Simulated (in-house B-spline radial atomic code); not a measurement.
A calculation on Sc IV (Sc3+): its settings, and results tabulated from the run. Method: non-relativistic PBEsol, spin-polarised, spherical fractional occupations, point nucleus. Calculated with an all-electron radial atomic-structure program (B-spline basis).

Command:
```bash
python run_scf.py task.json out
```
Settings:
```
Z                21
configuration    [Ne] 3s2 3p6
hamiltonian      nr
method           pbesol
spin_polarised   True
```

Output (hartree, bohr):
```
 radial grid: 46 intervals, B-splines of order 8, outer radius 18.6486 bohr

 iter        energy (Eh)    residual
    1        -752.784165    4.14e-01
    2        -756.723222    2.15e-01
    3        -757.750769    6.00e-02
    4        -757.845048    1.69e-02
    5        -757.850682    7.86e-03
    6        -757.852533    5.14e-04
    7        -757.852537    1.84e-05
    8        -757.852537    3.61e-07
    9        -757.852537    5.67e-09

 total energy                      -757.85254
 kinetic                             757.0952
 electron-nucleus                  -1773.8406
 Hartree                             295.8278
 exchange-correlation                -36.9350

 orbital      occ     eigenvalue          <r>       <r^2>       <1/r>       r_max
 1s up      1.000      -161.6137    0.0736614  0.00728345     20.5133      0.0484
 1s down    1.000      -161.6137    0.0736614  0.00728345     20.5133      0.0484
 2s up      1.000       -18.4520     0.346421    0.141931     4.24516      0.2862
 2s down    1.000       -18.4520     0.346421    0.141931     4.24516      0.2862
 2p up      3.000       -15.4553     0.308808    0.117736     4.17943      0.2334
 2p down    3.000       -15.4553     0.308808    0.117736     4.17943      0.2334
 3s up      1.000        -3.1463      1.06247     1.29686     1.31744      0.9263
 3s down    1.000        -3.1463      1.06247     1.29686     1.31744      0.9263
 3p up      3.000        -2.3697      1.13075     1.49381     1.20668      0.9582
 3p down    3.000        -2.3697      1.13075     1.49381     1.20668      0.9582
```

Cost of the run: 0.11 s on 1 thread of Arm Neoverse V1, with other jobs on the host.
